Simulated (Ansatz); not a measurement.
`O[SiH](S)[GeH3]` + `OBF` → `FB[O][GeH3]` + `O[SiH2]S`  (cleavage of the Ge–Si bond)

Computed with Ansatz on PBE0-D4/def2-TZVP structures; ΔE is electronic, products minus reactants. CCSD(T)/CBS adds triple-zeta CCSD(T) − MP2 to the extrapolated MP2 energy (def2 sets, frozen cores). This one scheme is used for every species. Functionals use def2-TZVPP. B3LYP here is the variant with VWN-RPA as its local correlation; programs differ in this. For Ge outer-core shells are correlated without core-valence functions, which leaves a few kJ/mol of doubt a bond. Scalar relativity is left out up to krypton. Each species was taken in one conformer, which may not be the lowest.

(1) Is it downhill or uphill in electronic energy at CCSD(T)/CBS, and by how much? (Best estimate.)

(2) What do these levels give: PBE-D4, r2SCAN-D4, PBE0-D4, B3LYP-D4, ωB97X-V, B2PLYP, PBE, MP2/def2-TZVPP, SCS-MP2/def2-TZVPP, CCSD(T)/def2-TZVPP, HF/def2-QZVPP, CCSD/CBS(def2)? (An estimate is asked.)

Largest T1 diagnostic among the species: 0.013.

## Answers

(1) The calculation gave: Downhill: ΔE = -16.9 kJ/mol.

(2) The calculation gave: PBE-D4 0.1, r2SCAN-D4 -13.1, PBE0-D4 -4.7, B3LYP-D4 -16.6, ωB97X-V -21.8, B2PLYP -25.3, PBE -3.2, MP2/def2-TZVPP -25.4, SCS-MP2/def2-TZVPP -33.1, CCSD(T)/def2-TZVPP -22.9, HF/def2-QZVPP -48.7, CCSD/CBS(def2) -19.4 kJ/mol.

From PBE to PBE0 (25 % exact exchange), in def2-TZVPP and without D4, ΔE moves by −4.6 kJ/mol. The D4 term adds +5.4 kJ/mol with B3LYP and +3.1 kJ/mol with PBE0; it sums over pairs of atoms, weighted by their polarisabilities, and B3LYP, whose exchange is more repulsive, gets the larger term. In def2-TZVPP, CCSD(T) changes the Hartree–Fock value by +24.0 kJ/mol (the triples alone add +2.4 kJ/mol) and MP2 by +21.4 kJ/mol.
